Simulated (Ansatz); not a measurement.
H3Al, singlet, geometry from GFN2-xTB (such geometries of metal compounds can be far from the true shape).

Ansatz (a program for electronic structure) was given this input:
Ansatz 0.2 input:
```yaml
crystal:
  periodic: [false, false, false]
  atoms:
    - {symbol: Al, position_ang: [-0.00000000, -0.00000000, -0.00000000]}
    - {symbol: H, position_ang: [0.64279377, -0.45514932, 1.33855567]}
    - {symbol: H, position_ang: [-0.27575805, 1.50677855, -0.25622634]}
    - {symbol: H, position_ang: [-0.36703572, -1.05162922, -1.08232933]}
basis:
  gaussian:
    orbitals: def2-TZVP
hamiltonian:
  xc: {name: BHLYP}
accuracy: high
```

Question: What does this run give for the total energy, number of basis functions?

Answer: 
```yaml
total_energy: -244.203032 Ha
number_of_basis_functions: 55
```
